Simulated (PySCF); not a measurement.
# How methods differ on the excitation energy of Al

Al [Ne] 3s2 3p1 (2P) → Al [Ne] 3s1 3p1 3d1 (high-spin determinant), as a difference of total energies. Calculation: PySCF 2.14, in aug-cc-pVQZ-DK (7s6p4d3f2g, 84 functions); the spin-free X2C one-electron Hamiltonian (Gaussian nucleus). Correlated levels: valence: [Ne] frozen. The calculations carry no spin-orbit coupling.

```
           method  excitation energy (eV)
              UHF                   7.571
              LDA                   8.444
              PBE                   8.286
             PBE0                   8.336
           r2SCAN                   8.175
             BP86                   8.294
          r2SCANh                   8.224
           B2PLYP                   8.626
        CAM-B3LYP                   8.821
    MP2 (valence)                   8.411
SCS-MP2 (valence)                   8.687
```

Problem. How much does correlation contribute at MP2 (valence)?

Solution. 8.411 − (7.571) = 0.840 eV, measured against UHF.

The upper state lies above the first ionisation limit, but in LS coupling its spin forbids autoionisation to the ground ion.

The promoted electron is Rydberg-like, and one or two diffuse shells describe it only roughly, which tends to raise the upper state.

The determinant of the upper state mixes LS terms, which raises its energy above the lowest term, most at the Hartree-Fock and MP2 levels.
